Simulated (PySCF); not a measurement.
Geometries of 3 isomers of C2H7BrSi, from PBE0-D3(BJ)/def2-SVP geometry optimisation, gas phase (PySCF 2.14.0). One conformer each, no zero-point energy, no frequencies.

Question: Which is lowest in electronic energy at this level?
A.
```xyz
11
angstrom
Si    -1.995   -0.087    0.076
C     -0.127    0.226    0.062
C      0.681   -1.043    0.186
Br     2.607   -0.709    0.170
H     -2.378   -0.984   -1.057
H     -2.400   -0.744    1.357
H     -2.722    1.211   -0.060
H      0.127    0.753   -0.873
H      0.113    0.917    0.887
H      0.501   -1.736   -0.646
H      0.488   -1.572    1.129
```
B.
```xyz
11
angstrom
C     -1.169   -0.381   -0.592
C      0.048   -0.992   -1.284
Si     1.641   -0.085   -0.891
Br     3.351   -1.097   -1.913
H     -1.329    0.666   -0.896
H     -1.064   -0.392    0.504
H     -2.089   -0.935   -0.837
H      0.182   -2.047   -0.992
H     -0.077   -0.990   -2.380
H      1.923   -0.094    0.574
H      1.600    1.325   -1.377
```
C.
```xyz
11
angstrom
C     -1.557    0.207    0.515
Si    -0.110   -0.610   -0.364
C      1.460    0.413   -0.089
Br     2.976   -0.391   -1.005
H     -1.708    1.238    0.159
H     -1.393    0.237    1.603
H     -2.486   -0.354    0.329
H      0.126   -1.983    0.173
H     -0.364   -0.697   -1.834
H      1.728    0.473    0.975
H      1.358    1.436   -0.477
```

Answer: B. That is `CC[SiH2]Br`, 27.5 kcal/mol below the next.

| SMILES | atoms numbered as above | E (Eh) | relative (kcal/mol) | relative (kJ/mol) | dipole (D) |
| --- | --- | --- | --- | --- | --- |
| CC[SiH2]Br | [CH3:1][CH2:2][SiH2:3][Br:4] | -2943.15104 | 0.0 | 0.0 | 2.10 |
| C[SiH2]CBr | [CH3:1][SiH2:2][CH2:3][Br:4] | -2943.10728 | 27.5 | 114.9 | 2.38 |
| [SiH3]CCBr | [SiH3:1][CH2:2][CH2:3][Br:4] | -2943.09575 | 34.7 | 145.1 | 1.51 |
